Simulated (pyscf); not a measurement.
**`[NH2][SnH3]`, singlet**

Gas-phase minimum from PySCF at ωB97X-D3(BJ)/def2-SVP, one conformer. 

```xyz
7

N     -0.3044    -0.1013    -1.0989
Sn    -0.6011    -1.9403    -0.2650
H      0.6744     0.1142    -1.2805
H     -0.8138     0.0424    -1.9691
H      0.2825    -1.9492     1.1953
H     -2.2797    -2.0712     0.0155
H     -0.0789    -3.2360    -1.2654
```
Charge 0, spin multiplicity 1.

Bonded distances (Å): N1–Sn2 2.041, N1–H3 1.018, N1–H4 1.018, Sn2–H5 1.707, Sn2–H6 1.707, Sn2–H7 1.718. Bond angles (°): Sn2–N1–H3 113.8, Sn2–N1–H4 113.8, H3–N1–H4 107.4, N1–Sn2–H5 106.2, N1–Sn2–H6 106.2, N1–Sn2–H7 113.4, H5–Sn2–H6 111.6, H5–Sn2–H7 109.7, H6–Sn2–H7 109.7.

Properties at ωB97X-D3(BJ)/def2-SVP:

```
Quantity                                                                                                                                                                                             Result
---------------------------------------------------------------------------------------------------------------------  ------------------------------------------------------------------------------------
Harmonic wavenumbers, unscaled                                                                                         133, 481, 486, 559, 638, 724, 748, 753, 867, 1557, 1935, 1982, 1985, 3568, 3661 cm⁻¹
Zero-point energy                                                                                                                                                                             28.7 kcal/mol
Rotational symmetry number                                                                                                                                                                                1
Entropy of this conformer at 298 K and 1 atm, rigid rotor and harmonic oscillator, modes under 100 cm⁻¹ raised to 100                                                                       289.1 J/(mol K)
Dipole moment                                                                                                                                                                                        1.17 D
```

Single-point totals, which compare only within one level (frozen core for MP2 and CC):

```tsv
level	total energy (hartree)
ωB97X-D3(BJ)/def2-TZVP	-272.16577
PBE/def2-TZVP	-271.97701
r²SCAN/def2-TZVP	-272.10415
B3LYP-D3(BJ)/def2-TZVP	-272.14614
PBE0-D3(BJ)/def2-TZVP	-271.99780
M06-2X/def2-TZVP	-271.95591
ωB97M-D3(BJ)/def2-TZVP	-272.10821
HF/def2-TZVPP	-270.71342
MP2/def2-TZVPP	-271.27594
CCSD/def2-TZVPP	-271.29381
CCSD(T)/def2-TZVPP	-271.31157
```

Soft torsions are taken as harmonic, which can shift the entropy by several J/(mol K). The CCSD(T) − MP2 part came from Ansatz, without density fitting, on the same reference. The frozen core leaves the outer d or s,p core shells of the metals and heavy elements correlated in the MP2 and CC values, and def2-TZVPP describes them poorly, so these totals are far from the basis limit. Elements past Kr carry the def2 core potentials, without spin-orbit coupling.
